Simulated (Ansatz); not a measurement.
Cartesian coordinates in Å:
```
C -0.381 -0.764 -1.487
Zr 0.115 0.231 0.450
O -0.712 1.967 0.364
O 2.038 0.312 0.509
O -0.636 -0.898 1.816
H 0.006 -0.191 -2.337
H 0.051 -1.769 -1.538
H -1.465 -0.860 -1.616
H -1.136 2.797 0.557
H 2.946 0.548 0.665
H -0.826 -1.373 2.619
```

Total charge 0; spin multiplicity 1. Zr takes the def2 core potential.

List the PBE/def2-TZVPP orbital energies in eV (Ansatz). (Best estimate.)

Ansatz gave: Occupied: -509.83, -509.83, -509.83, -267.49, -54.14, -32.12, -32.12, -31.58, -23.78, -23.48, -23.48, -15.77, -12.14, -11.79, -11.79, -8.95, -8.95, -7.92, -7.92, -7.54, -7.50, -7.50, -7.10, -5.76. Lowest empty: -0.74, -0.59, -0.59, 0.00, 0.00, 0.21, 0.50, 0.50.
